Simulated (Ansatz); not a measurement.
The first iterations of a band of ClF$_{3}$GeH$_{3}$N (9 atoms, charge 0, multiplicity 1).

These are results of RKS PBE/def2-SVP in Ansatz, not measurements.

```json
{"movable images": "4", "climbing image": "no", "spring": "5.0 eV/Å²", "optimiser": "quadratic models (default)", "start path": "through a guess of the saddle point", "force threshold": "0.05 eV/Å", "iteration limit": "60", "end points": "relaxed"}
```

First end point:

```xyz
9
Properties=species:S:1:pos:R:3
Ge -0.080 0.026 0.200
Cl 0.583 -0.298 2.252
F 1.494 0.086 -0.564
F -0.589 1.640 -0.280
F -0.687 -1.347 -0.718
N -2.127 -0.023 0.990
H -2.603 -0.857 0.621
H -2.617 0.823 0.666
H -2.130 -0.049 2.018
```

Last end point:

```xyz
9
Properties=species:S:1:pos:R:3
Ge -0.556 0.074 -0.499
Cl -0.315 0.234 3.622
F 0.982 -0.575 -0.067
F -0.404 1.776 -0.761
F -0.972 -0.673 -2.009
N -1.787 -0.205 0.827
H -2.239 -1.127 0.765
H -2.514 0.524 0.824
H -0.952 -0.028 2.485
```

| iteration | highest image above the first end (eV) | largest band force component (eV/Å) |
| --- | --- | --- |
| 1 | 4.239 | 11.004 |
| 2 | 2.430 | 3.110 |
| 3 | 1.582 | 1.331 |
| 4 | 1.418 | 0.794 |
| 5 | 1.335 | 0.408 |
| 6 | 1.292 | 0.434 |
| 7 | 1.264 | 0.279 |

Does the band converge within its limit, and where does its top end?

The run converged. It ended after 23 iterations with the highest image 1.098 eV above the first end. No image climbed, so the highest image needn't sit at the top of the path. The orbitals stay closed-shell, which can raise the energy where a bond breaks towards radicals; this wasn't checked here.

Time of the run: 2 min on 4 threads of Arm Neoverse V1, on a shared host, peak memory 0.19 GiB.
